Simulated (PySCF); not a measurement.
GeSe at BP86

Computed with BP86; Ge x2c-TZVPPall, Se x2c-TZVPPall; spin-free X2C with a Gaussian nucleus (PySCF 2.14).

```
state                                            : ¹Σ⁺ (singlet), closed shell
bond length                                      : 216.3 pm
harmonic wavenumber                              : 388 cm⁻¹
force constant                                   : 3.40 mdyn/Å
rotational constant Be                           : 0.09384 cm⁻¹
anharmonicity ωexe                               : 0.791 cm⁻¹
vibration–rotation constant αe                   : 0.000277 cm⁻¹
well depth De to Ge + Se                         : 525 kJ/mol
dissociation energy D0                           : 522 kJ/mol
HOMO–LUMO gap                                    : 3.31 eV
bond order (Mayer)                               : 2.43
dipole moment (positive dipole means Ge(−)Se(+)) : -1.80 D
```
